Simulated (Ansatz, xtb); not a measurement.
**GeH5OPSi: which of two structures lies lower**

We compare a, `[PH2][Ge@@H]1[O][SiH2]1`, a singlet, with b, a singlet given by its coordinates. Both are isolated molecules in the gas phase, relaxed with PBE0-D3(BJ)/pcseg-1; the shapes shown needn't be the lowest conformers.

a (Å):

```xyz
9

Ge   -0.1135   -1.4688    0.5009
O    -1.5566   -1.5630    1.7952
P    -1.1039   -1.2197   -1.5766
Si   -0.6626   -0.2700    2.3621
H    -1.1901    0.2018   -1.4937
H     0.1565   -1.1937   -2.2509
H     0.6463   -2.8054    0.5722
H    -1.2713    1.0850    2.2488
H     0.0313   -0.4324    3.6699
```

b (Å):

```xyz
9

Ge   -0.3450   -1.5715   -0.0106
O     0.6161   -0.1531    0.5993
P    -1.7982   -0.4089   -1.5166
Si    0.6868    1.5032    0.4078
H    -0.4728    2.1505    1.0912
H    -2.2386    0.5642   -0.5699
H     1.9562    1.9935    1.0106
H     0.6429    1.8638   -1.0407
H    -2.8828   -1.3115   -1.3057
```

Close contacts (Å): Ge1–O2 1.82, Ge1–P3 2.39, O2–Si4 1.67, P3–H6 1.43, P3–H9 1.43, Si4–H5 1.49, Si4–H7 1.49, Si4–H8 1.49.

Problem. Estimate which is lower in electronic energy at CCSD(T)/def2-SVP + ΔMP2/def2-TZVPP, and by roughly how much.

Solution. The CCSD(T)/def2-SVP + ΔMP2/def2-TZVPP calculation puts structure b lower, by 82.7 kJ/mol.

The same difference at several levels:

```
                             level             geometry  E(b) − E(a) (kJ/mol)  departure from the last row (kJ/mol)  job, with rough time for the two
               PBE0-D3(BJ)/pcseg-1  PBE0-D3(BJ)/pcseg-1                   −80.3                                  +2.4                optimisation, 89 s
                       HF/def2-SVP  PBE0-D3(BJ)/pcseg-1                  −136.2                                 −53.5           part of the CCSD(T) run
                      MP2/def2-SVP  PBE0-D3(BJ)/pcseg-1                   −88.4                                  −5.6           part of the CCSD(T) run
                  CCSD(T)/def2-SVP  PBE0-D3(BJ)/pcseg-1                   −99.5                                 −16.7                      single point
CCSD(T)/def2-SVP + ΔMP2/def2-TZVPP  PBE0-D3(BJ)/pcseg-1                   −82.7                                                      single point, 35 s
```

The levels shown agree on the order. The largest departure from CCSD(T)/def2-SVP + ΔMP2/def2-TZVPP is that of HF/def2-SVP, 53.5 kJ/mol. Levels run at GFN2-xTB geometries aren't shown. The last row adds to CCSD(T) the change of the MP2 difference between the two basis sets, here +16.7 kJ/mol, a large step that makes the value less sure.

With harmonic frequencies from PBE0-D3(BJ)/pcseg-1 (ideal gas, rigid rotor, one conformer each, 298.15 K, 1 atm): on the last row, ΔE + ΔZPE = −82.9, ΔH = −81.1, ΔG = −87.0 kJ/mol.

The correlated steps freeze 20 core orbitals; the filled d shell of Ge is correlated, in a basis made for valence electrons. Run with Ansatz 0.2.0; the last row on 2 threads of AMD EPYC 7R43 64-Core Processor (Zen 3) on a shared host.
